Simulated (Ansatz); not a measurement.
Ideal-gas functions of CH$_{3}$FMoS$_{2}$, SMILES `[CH3][Mo]([F])(=[S])=[S]` at 800 K and 1 bar, from an Ansatz frequency run at PBE0-D4/def2-TZVP.

Molar mass 194.11 g/mol, point group Cs (symmetry number 1), electronic degeneracy 1, moments of inertia 221.243, 277.147, 320.219 u Å². Harmonic wavenumbers (cm⁻¹, unscaled): 163, 173, 175, 189, 195, 199, 551, 578, 590, 613, 702, 718, 1194, 1402, 1415, 3033, 3126, 3161.

Use S(trans) = R[1.5 ln M + 2.5 ln T − 1.1517]; rotational temperatures θ = 24.2544 K / I; S(rot) = R[ln(√π/σ · √(T³/θAθBθC)) + 1.5]; for each mode x = 1.438777 ν̃/T, S = R[x/(eˣ − 1) − ln(1 − e⁻ˣ)] and H = RT x/(eˣ − 1); 1 cm⁻¹ = 0.0119627 kJ/mol; R = 8.31446 J/(mol·K).

Q: By hand: the entropy, in J/(mol·K).

A: Translation 195.1. Rotation: θ = 0.1096, 0.0875, 0.0757 K, giving 130.6. Vibration, mode by mode: 18.55, 18.06, 17.96, 17.33, 17.07, 16.90, 8.72, 8.36, 8.20, 7.91, 6.91, 6.74, 3.39, 2.53, 2.48, 0.23, 0.20, 0.19, in all 161.7. Electronic 0.0. Sum 487.4 J/(mol·K).

Q: By hand: H − E and G − E in kJ/mol, counted from the electronic energy.

A: Zero-point energy ½ × 18177 × 0.0119627 = 108.7; thermal vibration 60.6; translation, rotation and pV give 4 RT = 26.6. H − E = 195.9 kJ/mol, and G − E = 195.9 − 800 × 487.4/1000 = -194.0 kJ/mol.

Vibration gives 33 % of the entropy.
